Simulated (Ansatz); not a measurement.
Calculated with Ansatz (gas phase, PBE0-D4/def2-TZVP geometries, no zero-point term in ΔE). CBS: MP2 limit from def2 TZ/QZ plus the TZ coupled-cluster correction, frozen cores. DFT in def2-TZVPP. B3LYP here is the variant with VWN-RPA as its local correlation; programs differ in this. For Br outer-core shells are correlated without core-valence functions, which leaves a few kJ/mol of doubt a bond. Scalar relativity is left out up to krypton. One conformer a species, not always the lowest.

`FCN[SiH2][SiH3]` + HBr → `[SiH3][SiH2]Br` + `NCF`  (ligand exchange at the Si–N bond)

`FCN[SiH2][SiH3]`:

Z-matrix (Å, degrees):
```
C
N 1 1.403
F 1 1.405 2 112.7
H 1 1.093 2 110.4 3 -118.2
H 1 1.092 2 111.4 3 118.9
Si 2 1.743 1 122.2 3 72.6
H 2 1.009 1 113.5 3 -76.9
Si 6 2.347 2 114.5 1 -64.9
H 6 1.490 2 106.9 1 56.4
H 6 1.488 2 106.1 1 173.4
H 8 1.488 6 110.1 2 -54.0
H 8 1.491 6 110.1 2 -173.4
H 8 1.487 6 110.7 2 66.5
```

HBr:

```xyz
2

Br   -0.652   -0.073    0.271
H     0.652    0.073   -0.271
```

`[SiH3][SiH2]Br`:

Cartesian coordinates in Å:
```
Si 0.945 -0.740 -0.182
Si -0.867 0.726 -0.021
Br -1.544 0.772 2.104
H 1.424 -0.795 -1.589
H 0.519 -2.097 0.247
H 2.045 -0.262 0.695
H -0.502 2.113 -0.405
H -2.019 0.284 -0.848
```

`NCF`:

Cartesian coordinates in Å:
```
N 0.564 -0.404 0.562
C -0.451 0.296 -0.105
F -0.303 0.311 -1.503
H 0.590 -1.384 0.318
H 1.478 0.005 0.426
H -1.420 -0.165 0.092
H -0.458 1.342 0.210
```

| level | ΔE (kcal/mol) | difference from CCSD(T)/CBS |
| --- | --- | --- |
| PBE-D4 | -13.7 | -0.1 |
| r2SCAN-D4 | -13.6 | 0.0 |
| PBE0-D4 | -14.2 | -0.6 |
| B3LYP-D4 | -12.6 | 1.0 |
| ωB97X-V | -13.1 | 0.5 |
| ωB97M-V | -13.2 | 0.4 |
| B2PLYP | -13.5 | 0.1 |
| PBE | -14.6 | -1.0 |
| r2SCAN | -14.0 | -0.4 |
| PBE0 | -15.0 | -1.4 |
| B3LYP | -13.9 | -0.3 |
| HF/def2-TZVPP | -15.1 | -1.5 |
| MP2/def2-TZVPP | -13.2 | 0.4 |
| SCS-MP2/def2-TZVPP | -12.9 | 0.7 |
| CCSD/def2-TZVPP | -12.5 | 1.1 |
| CCSD(T)/def2-TZVPP | -12.2 | 1.4 |
| HF/def2-QZVPP | -14.9 | -1.3 |
| MP2/def2-QZVPP | -13.9 | -0.3 |
| SCS-MP2/def2-QZVPP | -13.5 | 0.1 |
| HF/CBS(def2) | -14.9 | -1.3 |
| MP2/CBS(def2) | -14.6 | -1.0 |
| CCSD/CBS(def2) | -13.9 | -0.3 |
| CCSD(T)/CBS | -13.6 | 0 |

Largest T1 diagnostic among the species: 0.012.

The D4 term adds +1.3 kcal/mol with B3LYP and +0.8 kcal/mol with PBE0; it sums over pairs of atoms, weighted by their polarisabilities, and B3LYP, whose exchange is more repulsive, gets the larger term. In def2-TZVPP, CCSD(T) changes the Hartree–Fock value by +2.9 kcal/mol (the triples alone add +0.3 kcal/mol) and MP2 by +2.0 kcal/mol.
